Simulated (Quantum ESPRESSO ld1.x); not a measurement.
Species: the holmium ion Ho3+. Configuration: [Kr] 4d10 4f10 5p6 5d2 (not the ground configuration). Calculated with ld1.x of Quantum ESPRESSO 7.5: Dirac Kohn-Sham, relativistic LDA (MacDonald-Vosko exchange, VWN5 correlation), spin-unpolarised, spherical densities, point nucleus; open shells are shared between the two j in proportion to 2j + 1. Some entries of the table are withheld. Estimate them.

orbital     occ.  eigenvalue (eV)  <r> (bohr)
1s1/2          2         -55113.5     0.02082
2s1/2          2         -9260.21     0.08784
2p1/2          2              (1)     0.07312
2p3/2          4              (2)     0.08025
3s1/2          2         -2101.05      0.2302
3p1/2          2         -1908.79         (3)
3p3/2          4         -1731.76         (4)
3d3/2          4         -1399.74         (5)
3d5/2          6         -1360.86         (6)
4s1/2          2         -447.553      0.5198
4p1/2          2         -370.964      0.5290
4p3/2          4         -330.970      0.5600
4d3/2          4         -204.165      0.5887
4d5/2          6         -196.848      0.5996
5s1/2          0         -86.2169       1.234
5p1/2          2         -64.1354       1.360
5p3/2          4         -58.2006       1.447
4f5/2    4.28571         -43.8280      0.7567
4f7/2    5.71429         -42.7476      0.7669
5d3/2        0.8         -28.8955       1.950
5d5/2        1.2         -28.2830       1.987
6p1/2          0         -19.8055         (7)
6p3/2          0         -18.7409         (8)
6d3/2          0         -11.5217       4.723
6d5/2          0         -11.3868       4.779
5f5/2          0          -9.9528       4.278
5f7/2          0          -9.9270       4.294

Answer. 
(1) 2p1/2 eigenvalue (eV): -8824.55
(2) 2p3/2 eigenvalue (eV): -7977.53
(3) 3p1/2 <r> (bohr): 0.2197
(4) 3p3/2 <r> (bohr): 0.2332
(5) 3d3/2 <r> (bohr): 0.2056
(6) 3d5/2 <r> (bohr): 0.2098
(7) 6p1/2 <r> (bohr): 3.291
(8) 6p3/2 <r> (bohr): 3.450
